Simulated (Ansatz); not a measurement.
`S[SiH](Cl)[O][GaH2]` + `[SiH3]B1B[SiH2]1` → `[GaH2][B]1B[SiH2]1` + `[SiH3]O[SiH](S)Cl`  (redistribution)

Gas-phase electronic energies from Ansatz, PBE0-D4/def2-TZVP geometries. CCSD(T)/CBS is the MP2 limit (def2-TZVPP, def2-QZVPP) plus CCSD(T) − MP2 in def2-TZVPP, frozen cores. DFT in def2-TZVPP. B3LYP here is the variant with VWN-RPA as its local correlation; programs differ in this. For Ga outer-core shells are correlated without core-valence functions, which leaves a few kJ/mol of doubt a bond. Scalar relativity is left out up to krypton. One conformer a species, not always the lowest.

```csv
level,ΔE (kJ/mol),difference from CCSD(T)/CBS
r2SCAN-D4,-23.3,5.8
PBE0-D4,-22.7,6.4
B3LYP-D4,-25.2,3.9
ωB97X-V,-23.9,5.2
ωB97M-V,-26.9,2.2
B3LYP,-25.9,3.2
CCSD/def2-TZVPP,-28.4,0.7
CCSD(T)/def2-TZVPP,-25.8,3.3
HF/def2-QZVPP,-37.1,-8.0
HF/CBS(def2),-37.1,-8.0
CCSD(T)/CBS,-29.1,0
```

Largest T1 diagnostic among the species: 0.015.

In def2-TZVPP, CCSD(T) changes the Hartree–Fock value by +10.8 kJ/mol (the triples alone add +2.6 kJ/mol) and MP2 by +9.3 kJ/mol. From PBE to PBE0 (25 % exact exchange), in def2-TZVPP and without D4, ΔE moves by −5.7 kJ/mol.
